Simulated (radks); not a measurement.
The numbers below are computed, except where a source is named.
All-electron atom: the zinc ion Zn+ in [Ar] 3d10 4s1. Level of theory: Dirac Kohn-Sham, PBE, spin-unpolarised, spherical densities, point nucleus (a radial shooting solver on a logarithmic mesh with Libxc functionals).

Spin-orbit splittings of the eigenvalues, e(l+1/2) - e(l-1/2), with zeta = 2 splitting/(2l+1) and mean radii in bohr:

| shell | occ. | splitting (eV) | zeta (eV) | <r> j=l-1/2 | <r> j=l+1/2 |
|---|---|---|---|---|---|
| 2p | 6 | 23.87 | 15.92 | 0.1959 | 0.1993 |
| 3p | 6 | 3.059 | 2.040 | 0.7064 | 0.7172 |
| 3d | 10 | 0.3591 | 0.1437 | 0.8924 | 0.9000 |
